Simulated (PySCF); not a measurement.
Gas-phase reaction: GeH₄ + 3 HCl ⇌ GeHCl₃ + 6 H

Computed with PySCF (xtb for GFN2) and rigid-rotor harmonic-oscillator thermochemistry at 1 bar. † marks an energy on the PBE0/def2-TZVP geometry and frequencies; other levels use their own. CCSD(T) freezes the core. 6-31G* has spherical d functions here. Open shells (unrestricted): H (multiplicity 2); the rest are closed-shell singlets. GFN2 has no spin-polarisation term. B3LYP is the form with VWN-RPA correlation. Ge: all electrons, no relativistic terms. CCSD(T) isn't extrapolated to the basis-set limit.

```csv
level,"ΔH°(298 K), kJ"
B3LYP/6-31G*,[?]
CCSD(T)/def2-SVP†,1098
CCSD(T)/def2-TZVPP†,[?]
GFN2-xTB,1267
HF/6-31G*,803
M06-2X/def2-TZVP†,1068
PBE0/def2-QZVP†,[?]
PBE0/def2-TZVP,1078
LDA/def2-TZVP†,1195
ωB97M-V/def2-TZVP†,[?]
ωB97X-V/def2-TZVP†,1109
```

Task: Complete the blanks.

Result: 
- B3LYP/6-31G*, ΔH°(298 K), kJ: 1123
- CCSD(T)/def2-TZVPP†, ΔH°(298 K), kJ: 1136
- PBE0/def2-QZVP†, ΔH°(298 K), kJ: 1092
- ωB97M-V/def2-TZVP†, ΔH°(298 K), kJ: 1116
